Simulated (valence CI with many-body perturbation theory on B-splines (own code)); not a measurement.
# Level structure of Eu40+

Method: relativistic CI+MBPT: five valence electrons over a frozen Dirac-Fock core [Ar], radial functions for each j: 7 s, 7 p, 8 d, 6 f, 4 g, 1 h, with the one-electron correlation potential Σ1 (screened to all orders), the two-electron term Σ2, the three-electron term Σ3, Breit, model QED; selected single and double excitations, second order for the rest, scaled by the run's own slope (own B-spline code, finite nucleus).

No measured spectrum was set against this ion. As an estimate, large intervals hold to a few tenths of a per cent, small ones and those within an open d or f shell to about a per cent. Among the levels kept, up to 250 cm⁻¹ of a level comes from second order outside the variational space, and about a tenth of that is noise between levels of different J, which matters for small intervals. Only levels of the ground parity were solved; by the run's estimate the other parity begins above the list, which can be wrong where configurations are misplaced.

Levels 1 to 37 of 37, with energies above the lowest level, (3d3/2^4 3d5/2) J=5/2. "Leading %" is the weight of the configuration and term that name the level; weights of strongly mixed levels are sums over their largest components and can fall short. In the jj column 3d3/2^4 stands for four electrons in 3d with j = 3/2. Lifetimes count E1, E2, E3, M1 and M2 decay at the calculated energies, and are blank where another channel may lead or the interval is too uncertain; long ones can be off by a factor of two.

```tsv
No.	Configuration	Term	J	E (cm⁻¹)	Leading %	Lifetime	Second component	g	Leading jj
1	3d5	4P	5/2	0	30		20 % 3d5 6S	1.416	3d3/2^4 3d5/2 (88 %)
2	3d5	6S	5/2	186450	39	4.06 μs	24 % 3d5 2F	1.314	3d3/2^3 3d5/2^2 (81 %)
3	3d5	4G	7/2	266900	37	7.42 μs	24 % 3d5 2F	1.151	3d3/2^3 3d5/2^2 (98 %)
4	3d5	4D	3/2	275530	40	2.66 μs	33 % 3d5 4P	1.213	3d3/2^3 3d5/2^2 (97 %)
5	3d5	4G	11/2	277680	40		40 % 3d5 2H	1.122	3d3/2^3 3d5/2^2 (97 %)
6	3d5	4G	9/2	307540	38	898 μs	24 % 3d5 2G	1.142	3d3/2^3 3d5/2^2 (93 %)
7	3d5	4D	5/2	324560	35	25.1 μs	22 % 3d5 2D	1.144	3d3/2^3 3d5/2^2 (86 %)
8	3d5	4P	1/2	337560	51	144 μs	22 % 3d5 2S	1.853	3d3/2^3 3d5/2^2 (83 %)
9	3d5	2F	7/2	361230	38	58.8 μs	28 % 3d5 2G	1.097	3d3/2^3 3d5/2^2 (94 %)
10	3d5	2D	3/2	445130	56	15.2 μs	23 % 3d5 4F	0.793	3d3/2^3 3d5/2^2 (76 %)
11	3d5	2D	5/2	450410	31	1.54 μs	24 % 3d5 4G	1.248	3d3/2^2 3d5/2^3 (80 %)
12	3d5	4D	7/2	498100	51	3.06 μs	39 % 3d5 4G	1.212	3d3/2^2 3d5/2^3 (97 %)
13	3d5	2I	11/2	504370	52	4.41 μs	45 % 3d5 4G	1.078	3d3/2^2 3d5/2^3 (97 %)
14	3d5	4G	9/2	518260	54	4.51 μs	39 % 3d5 2G	1.142	3d3/2^2 3d5/2^3 (93 %)
15	3d5	4D	1/2	538320	76	2.45 μs	12 % 3d5 2S	0.538	3d3/2^2 3d5/2^3 (96 %)
16	3d5	2I	13/2	538600	100	22.1 μs		1.069	3d3/2^2 3d5/2^3 (100 %)
17	3d5	4P	3/2	547890	52	1.45 μs	33 % 3d5 4F	1.182	3d3/2^2 3d5/2^3 (94 %)
18	3d5	2F	5/2	560050	42	2.75 μs	28 % 3d5 4D	1.019	3d3/2^2 3d5/2^3 (93 %)
19	3d5	2H	9/2	594920	53	2.09 μs	47 % 3d5 4F	1.100	3d3/2^2 3d5/2^3 (100 %)
20	3d5	2G	7/2	610980	61	7.67 μs	34 % 3d5 2F	0.984	3d3/2^2 3d5/2^3 (99 %)
21	3d5	4F	5/2	621730	61	2.08 μs	24 % 3d5 2D	1.040	3d3/2^2 3d5/2^3 (96 %)
22	3d5	2D	3/2	636180	88	5.35 μs	5 % 3d5 4D	0.824	3d3/2^2 3d5/2^3 (75 %)
23	3d5	2G	7/2	663610	43	3.53 μs	40 % 3d5 2F	1.043	3d3/2^2 3d5/2^3 (90 %)
24	3d5	2S	1/2	665800	37	2.32 μs	33 % 3d5 4P	1.811	3d3/2^2 3d5/2^3 (71 %)
25	3d5	2G	9/2	718010	72	5.78 μs	14 % 3d5 2H	1.105	3d3/2^2 3d5/2^3 (91 %)
26	3d5	4P	5/2	753150	35	896 ns	24 % 3d5 2F	1.238	3d3/2 3d5/2^4 (89 %)
27	3d5	4F	7/2	811240	32	1.30 μs	28 % 3d5 2F	1.186	3d3/2 3d5/2^4 (98 %)
28	3d5	2P	3/2	822190	56	3.50 μs	37 % 3d5 2D	1.121	3d3/2^2 3d5/2^3 (81 %)
29	3d5	2H	11/2	824160	58	1.56 μs	27 % 3d5 2I	1.065	3d3/2 3d5/2^4 (98 %)
30	3d5	2D	5/2	829280	67	2.22 μs	22 % 3d5 2F	1.133	3d3/2^2 3d5/2^3 (70 %)
31	3d5	4F	3/2	838570	23	1.12 μs	23 % 3d5 4D	0.998	3d3/2 3d5/2^4 (78 %)
32	3d5	2G	9/2	877620	65	1.88 μs	14 % 3d5 2H	1.110	3d3/2 3d5/2^4 (90 %)
33	3d5	2D	5/2	907300	68	1.72 μs	20 % 3d5 2F	1.112	3d3/2 3d5/2^4 (68 %)
34	3d5	2G	7/2	926580	60	1.82 μs	30 % 3d5 2F	0.989	3d3/2 3d5/2^4 (94 %)
35	3d5	2P	1/2	990990	64	1.68 μs	28 % 3d5 2S	1.105	3d3/2 3d5/2^4 (82 %)
36	3d5	2D	3/2	1084700	75	1.16 μs	19 % 3d5 2P	0.879	3d3/2 3d5/2^4 (91 %)
37	3d5	2D	5/2	1132800	50	691 ns	20 % 3d5 2F	1.148	3d5/2^5 (86 %)
```

The ionisation energy to 3d4 3P_0 of the next ion comes out as 3022.1 eV (NIST: 3022 ± 4 eV (theoretical)). All 37 levels together are meant to be complete up to 1178200 cm⁻¹.
